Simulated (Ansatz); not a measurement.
`C[B](C)[AlH2]`, 12 atoms. The species carries charge 0 and has multiplicity 1. All runs use 2 threads of an Arm Neoverse V1 on a shared host. Correlated methods freeze the cores.

Q: How many basis functions does each run have, and how long does it take in Ansatz? RKS PBE0-D4/def2-SVP energy; RKS B2PLYP (frozen core)/def2-TZVPP energy; RKS ωB97M-V/def2-SVP energy; direct RPA on PBE orbitals/def2-TZVPP energy; RKS PBE0-D4/def2-TZVP relaxation (10 steps); RKS BLYP-D4/def2-TZVPP energy; RKS PBE0-D4/def2-QZVPP energy; RHF-CCSD(T)/def2-SVP energy; RKS PBE0-D4/def2-TZVPP energy; RKS r2SCANh-D4/def2-TZVPP energy; RHF-MP2/def2-QZVPP energy; RHF-CCSD(T)/def2-TZVPP energy. (An estimate is asked.)

A: Computed: Other jobs shared the machine, so times are rough.

```json
{"level": "RKS PBE0-D4/def2-SVP", "job": "energy", "functions": "100", "wall time": "1.6 s", "peak host memory (GiB)": "0.49"}
{"level": "RKS BLYP-D4/def2-TZVPP", "job": "energy", "functions": "247", "wall time": "3.2 s", "peak host memory (GiB)": "0.28"}
{"level": "RKS PBE0-D4/def2-TZVPP", "job": "energy", "functions": "247", "wall time": "4.4 s", "peak host memory (GiB)": "0.5"}
{"level": "RHF-CCSD(T)/def2-SVP", "job": "energy", "functions": "100", "wall time": "4.9 s", "peak host memory (GiB)": "0.49"}
{"level": "RKS ωB97M-V/def2-SVP", "job": "energy", "functions": "100", "wall time": "7 s", "peak host memory (GiB)": "0.49"}
{"level": "RKS r2SCANh-D4/def2-TZVPP", "job": "energy", "functions": "247", "wall time": "7.5 s", "peak host memory (GiB)": "0.52"}
{"level": "direct RPA on PBE orbitals/def2-TZVPP", "job": "energy", "functions": "247", "wall time": "8 s", "peak host memory (GiB)": "0.62"}
{"level": "RKS B2PLYP (frozen core)/def2-TZVPP", "job": "energy", "functions": "247", "wall time": "8.5 s", "peak host memory (GiB)": "0.59"}
{"level": "RKS PBE0-D4/def2-QZVPP", "job": "energy", "functions": "481", "wall time": "13 s", "peak host memory (GiB)": "1.4"}
{"level": "RHF-MP2/def2-QZVPP", "job": "energy", "functions": "481", "wall time": "35 s", "peak host memory (GiB)": "2.9"}
{"level": "RKS PBE0-D4/def2-TZVP", "job": "relaxation (10 steps)", "functions": "178", "wall time": "46 s", "peak host memory (GiB)": "0.4"}
{"level": "RHF-CCSD(T)/def2-TZVPP", "job": "energy", "functions": "247", "wall time": "9.5 min", "peak host memory (GiB)": "2"}
```
